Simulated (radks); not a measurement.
Task: As2+, 31 electrons, occupied as [Ar] 3d10 4s2 4d1 (not the ground configuration). Calculated with a radial shooting solver on a logarithmic mesh with Libxc functionals: Dirac Kohn-Sham, PBE, spin-unpolarised, spherical densities, point nucleus; open shells fill j = l - 1/2 first. Some entries of the table are withheld. Estimate them.

| orbital | occ. | eigenvalue (hartree) | r(max) (bohr) | <r^2> (bohr^2) |
|---|---|---|---|---|
| 1s1/2 | 2 | -431.4988 | 0.02973 | 0.002786 |
| 2s1/2 | 2 | -55.54262 | 0.1701 | (1) |
| 2p1/2 | 2 | (2) | 0.1342 | 0.03745 |
| 2p3/2 | 4 | (3) | 0.1373 | 0.03893 |
| 3s1/2 | 2 | -7.91570 | 0.5218 | 0.4122 |
| 3p1/2 | 2 | -5.95992 | 0.5154 | 0.4368 |
| 3p3/2 | 4 | -5.77523 | 0.5239 | 0.4519 |
| 3d3/2 | 4 | -2.42928 | (4) | 0.5657 |
| 3d5/2 | 6 | -2.40234 | (5) | 0.5734 |
| 4s1/2 | 2 | -1.32202 | (6) | 3.590 |
| 4d3/2 | 1 | -0.41960 | (7) | 12.34 |
| 4d5/2 | 0 | -0.41842 | (8) | 12.41 |

Result: 
(1) 2s1/2 <r^2> (bohr^2): 0.04842
(2) 2p1/2 eigenvalue (hartree): -49.72372
(3) 2p3/2 eigenvalue (hartree): -48.37971
(4) 3d3/2 r(max) (bohr): 0.4752
(5) 3d5/2 r(max) (bohr): 0.4779
(6) 4s1/2 r(max) (bohr): 1.547
(7) 4d3/2 r(max) (bohr): 2.743
(8) 4d5/2 r(max) (bohr): 2.754
